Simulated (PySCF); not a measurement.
Spectra and structures to be paired. The calculation used TDDFT CAM-B3LYP/def2-SVPD, vertical, gas phase, core orbitals frozen in the response in PySCF. Geometries: PBE0-D3(BJ)/def2-SVP; one conformer of each isolated species. Triplets are in the Tamm–Dancoff approximation.

A. `FC1C[SiH2]C1`
B. `C/C([SiH3])=C/F`
C. `CC(=O)OCC(C)C`

Lowest singlet levels (six at most, fewer where fewer were computed) with oscillator strengths:

1. 185 nm (f 0.245); 178 nm (f 0.001); 171 nm (f 0.001); 167 nm (f 0.004); 161 nm (f 0.003); 156 nm (f 0.012); T1 4.08 eV
2. 208 nm (f 0.001); 159 nm (f 0.017); 154 nm (f 0.142); 148 nm (f 0.015); 144 nm (f 0.001); 141 nm (f 0.004); T1 5.44 eV
3. 160 nm (f 0.019); 157 nm (f 0.122); 155 nm (f 0.009); 152 nm (f 0.004); 150 nm (f 0.003); 147 nm (f 0.006); T1 6.95 eV

Problem. Which spectrum belongs to which structure?

Solution. 1 = B, 2 = C, 3 = A.
- A: S1 at 7.74 eV, HOMO-1→LUMO (88%); Löwdin shares by element: HOMO carbon 52% or more, silicon 25%, fluorine 7% (atoms not listed hold the other 16%); LUMO silicon 34%, hydrogen 24% or more, carbon 11% or more (atoms not listed hold the other 31%); HOMO -9.88 and LUMO 1.09 eV; point group Cs.
- B: S1 at 6.70 eV, HOMO→LUMO (97%); Löwdin shares by element: HOMO carbon 70%, fluorine 14% (atoms not listed hold the other 17%); LUMO carbon 56% or more, silicon 15%, fluorine 7% (atoms not listed hold the other 23%); HOMO -8.72 and LUMO 0.82 eV.
- C: S1 at 5.96 eV, HOMO→LUMO+1 (76%); S1 has the pattern of n→π* at C=O; HOMO -9.52 and LUMO 1.20 eV.
